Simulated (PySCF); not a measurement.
# Nuclear quadrupole coupling in AlH2(OiPr)

Compound: AlH2(OiPr), C3H9AlO.
Structure used (PBE0-D3(BJ)/def2-SVP), in Å, numbered top down from 1:
```
atom  x, y, z in Å
Al1    0.8994    1.8570   -1.2413
H2     2.2432    2.3954   -1.8774
H3    -0.5092    2.5664   -1.4327
O4     1.0518    0.4426   -0.3159
C5     0.3405   -0.4810    0.4568
C6    -0.2072   -1.5879   -0.4305
C7    -0.7538    0.1943    1.2692
H8     1.0615   -0.9364    1.1629
H9    -0.9505   -1.1814   -1.1361
H10   -0.6957   -2.3732    0.1665
H11    0.6052   -2.0485   -1.0114
H12   -0.3320    0.9963    1.8944
H13   -1.5150    0.6375    0.6060
H14   -1.2577   -0.5248    1.9328
```

Field gradients from the PBE0/pcSseg-1 (pcSseg-2 on Al) density (PySCF, non-relativistic), principal values in atomic units, ordered |Vxx| ≤ |Vyy| ≤ |Vzz|:

```tsv
atom	Vxx	Vyy	Vzz
Al1	-0.4665	-0.7646	1.2311
O4	-0.6721	-0.9455	1.6176
```

Problem. Find the asymmetry η = (Vxx − Vyy)/Vzz and the couplings χ = eQV/h (234.96 MHz × Q in barn × V in au), with Q(27Al) = 0.1466 b, Q(17O) = −0.0256 b.

Solution. 
| atom | environment | nucleus | η | χzz (MHz) | χxx (MHz) | χyy (MHz) |
| --- | --- | --- | --- | --- | --- | --- |
| Al1 | aluminium bonded to O and 2 H | 27Al | 0.24 | 42.41 | -16.07 | -26.34 |
| O4 | oxygen bonded to Al and C | 17O | 0.17 | -9.73 | 4.04 | 5.69 |

The tensor is traceless: Vxx + Vyy + Vzz = 0.

Problem. What is Vzz at Al1 in SI units (1 au = 9.71736 × 10²¹ V/m²)?

Solution. 1.2311 au = 11.963 × 10²¹ V/m².

Problem. And the gradient at the other heavy atoms, for which no coupling is worked out here?

Solution. 
```csv
atom,environment,Vzz (au),η
C5,"carbon bonded to 2 C, O and H",0.373,0.16
C6,carbon bonded to C and 3 H,0.035,0.57
C7,carbon bonded to C and 3 H,0.023,0.22
```

Problem. What couplings would deuterons (Q(2H) = 0.00286 b) have in place of the hydrogens, at this geometry?

Solution. 
```
atom  bonded to  bond length (Å)  Vzz (au)     η  χzz (kHz)
  H2        Al1            1.581    0.1038  0.06         70
  H3        Al1            1.589    0.1006  0.04         68
  H8         C5            1.107    0.2690  0.04        181
  H9         C6            1.103    0.2889  0.02        194
 H10         C6            1.101    0.2918  0.03        196
 H11         C6            1.100    0.2932  0.02        197
 H12         C7            1.101    0.2923  0.01        196
 H13         C7            1.103    0.2873  0.02        193
 H14         C7            1.101    0.2923  0.03        196
```

The structure is a single PBE0-D3(BJ)/def2-SVP conformer in the gas phase; no vibrational or solvent corrections. A larger basis could move these couplings by a tenth or more.
